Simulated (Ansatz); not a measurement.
The cluster As₄⁺, relaxed as a doublet with UKS PBE-D4/def2-SVP in Ansatz, starting from the GFN2-xTB geometry. Force threshold 0.02 eV/Å.

The structure comes from a short search, and lower isomers may exist.

Start:

```
atom    x (Å)    y (Å)    z (Å)
 As1  -1.3955   0.2333   0.4755
 As2   0.3328  -1.3825   0.4536
 As3   0.2774  -0.0010  -1.4662
 As4   0.7854   1.1502   0.5371
```

Estimate the energy that the relaxation releases and the steps that it takes.

12.2 kJ/mol, in 3 steps; 4.7 s on 4 threads of Arm Neoverse V1 on a shared host. No frequencies were taken in this run, so the end may be a saddle point.

Does the start keep its bonding and symmetry?

By distances, no bond broke or formed. The bond that changes most is As1–As3, from 2.57 to 2.67 Å (atoms count from 1). Point group D2d at the start, D2d at the end, both within 0.05 Å.

Predict the relaxed structure.


```xyz
4

As   -1.4315    0.2388    0.5065
As    0.3299   -1.4301    0.4569
As    0.3027   -0.0042   -1.5071
As    0.7989    1.1955    0.5436
```
Bond lengths: 6 × As–As 2.43 to 2.67 Å.
